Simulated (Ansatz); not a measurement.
C2H7GeN can be A, `[CH3][GeH2][CH]=N`, or B, `C/N=[CH]\[GeH3]`.

Computed with Ansatz on PBE0-D4/def2-TZVP structures; ΔE is electronic, products minus reactants. CCSD(T)/CBS is the MP2 limit (def2-TZVPP, def2-QZVPP) plus CCSD(T) − MP2 in def2-TZVPP, frozen cores. Functionals use def2-TZVPP. B3LYP here is the variant with VWN-RPA as its local correlation; programs differ in this. For Ge outer-core shells are correlated without core-valence functions, which leaves a few kJ/mol of doubt a bond. Scalar relativity is left out up to krypton. One conformer a species, not always the lowest.

A:

```xyz
11

C    -1.049   -0.777   -0.785
Ge   -0.534    0.397    0.685
C     1.415    0.700    0.580
N     2.196    0.212   -0.289
H    -0.812   -0.317   -1.746
H    -2.123   -0.965   -0.752
H    -0.531   -1.734   -0.713
H    -1.261    1.753    0.594
H    -0.873   -0.237    2.048
H     1.878    1.346    1.335
H     1.695   -0.378   -0.958
```

B:

```xyz
11

C    -1.563    0.013   -0.624
N    -0.598   -1.020   -0.873
C     0.554   -0.952   -0.366
Ge    1.309    0.458    0.812
H    -2.444   -0.433   -0.156
H    -1.890    0.429   -1.580
H    -1.202    0.833    0.013
H     1.234   -1.777   -0.601
H     0.509    0.594    2.119
H     1.344    1.826    0.111
H     2.746    0.029    1.147
```

(1) Which is lower in electronic energy at CCSD(T)/CBS, and by how much? (Best estimate.)

(2) Give E(B) − E(A) in kcal/mol with CCSD/def2-TZVPP, ωB97M-V, B2PLYP, PBE-D4, r2SCAN-D4, B3LYP-D4, MP2/def2-TZVPP. (Best estimate.)

Largest T1 diagnostic: 0.012.

Answers

(1) Ansatz gave: A, by 12.5 kcal/mol.

(2) Ansatz gave: CCSD/def2-TZVPP 12.8, ωB97M-V 12.1, B2PLYP 11.7, PBE-D4 10.3, r2SCAN-D4 11.1, B3LYP-D4 10.7, MP2/def2-TZVPP 13.2. None reverses the order clearly.

In def2-TZVPP, CCSD(T) changes the Hartree–Fock value by +0.9 kcal/mol (the triples alone add −0.2 kcal/mol) and MP2 by +1.5 kcal/mol.
